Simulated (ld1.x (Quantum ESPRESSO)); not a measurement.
# potassium ultrasoft: all-electron and pseudo phase curves

K (Z = 19), ultrasoft, made with ld1.x (Quantum ESPRESSO) 7.5 (LDA (PZ), scalar-relativistic). Core [Ne], reference 3s2 3p6 3d0 4s0 4p1. Waves: 3s (bound): rcut 2.15, rcutus 2.55 bohr; 4s (bound, empty): rcut 2.15, rcutus 2.55 bohr; 3p (bound): rcut 2.50, rcutus 2.75 bohr; 4p (bound): rcut 2.50, rcutus 2.75 bohr; 3d (bound, empty): rcut 4.20, rcutus 4.55 bohr; 3d channel at 0.3 Ry: rcut 4.20, rcutus 4.55 bohr. Local part: all-electron potential smoothed inside 2.30 bohr (lloc = -1). Core correction: a·sin(br)/r model core inside 1.65 bohr. Augmentation charge: PSQ, radius 2.45 bohr.

The phase is arctan(r·u′/u) with u = r·R(r), unwrapped; energies in Ry, scanned from -5 to 5 Ry. A pole is an energy at which the radial function vanishes at the test radius. The pseudo phase is shifted by a multiple of π to meet the all-electron one at the reference energy, and phase errors are pseudo minus all-electron; the curves can meet again beyond the range given. Levels narrower than the energy grid can be missing from the lists of poles.

```json
{"channel": "s", "radius (bohr)": "4.95", "reference energy (Ry)": "-0.23", "poles, all-electron": "-2.69, 0.14, 2.22", "poles, pseudo": "-2.69, -1.19, 0.13, 2.10", "unbroken range about the reference energy with phases within 0.05 rad": "-1.2 to 0.8", "phase error 1 Ry above the reference energy (rad)": "-0.053"}
{"channel": "p", "radius (bohr)": "4.95", "reference energy (Ry)": "-0.10", "poles, all-electron": "-1.49, 0.51, 2.67", "poles, pseudo": "-1.49, 0.50, 2.12, 4.68", "unbroken range about the reference energy with phases within 0.05 rad": "below 1.0", "phase error 1 Ry above the reference energy (rad)": "-0.025"}
{"channel": "d", "radius (bohr)": "4.95", "reference energy (Ry)": "-0.04", "poles, all-electron": "0.12, 1.28, 3.40", "poles, pseudo": "0.12, 0.92, 3.50", "unbroken range about the reference energy with phases within 0.05 rad": "below 0.5", "phase error 1 Ry above the reference energy (rad)": "-0.189"}
```

The ghost test of this file was not conclusive. Its overlap operator is not positive definite in a basis up to 400 Ry (lowest eigenvalue s -0.75), so the file is unfit for use: the generalised eigenproblem breaks down once the basis is large enough, and its test numbers describe a broken file.

Phases in the s channel:

| E (Ry) | all-electron | pseudo |
| --- | --- | --- |
| -5.00 | 1.478 | 4.619 |
| -4.48 | 1.472 | 4.614 |
| -3.96 | 1.465 | 4.607 |
| -3.44 | 1.457 | 4.598 |
| -2.92 | 1.446 | 4.587 |
| -2.40 | -1.711 | 1.431 |
| -1.88 | -1.733 | 1.409 |
| -1.36 | -1.770 | 1.372 |
| -0.84 | -1.859 | -1.860 |
| -0.32 | -2.780 | -2.781 |
| 0.20 | -4.751 | -4.755 |
| 0.72 | -5.067 | -5.104 |
| 1.24 | -7.370 | -7.474 |
| 1.76 | -7.764 | -7.787 |
| 2.28 | -7.862 | -7.882 |
| 2.80 | -7.941 | -7.975 |
| 3.32 | -8.117 | -8.317 |
| 3.84 | -10.388 | -10.676 |
| 4.36 | -10.869 | -10.896 |
| 4.88 | -10.951 | -10.960 |
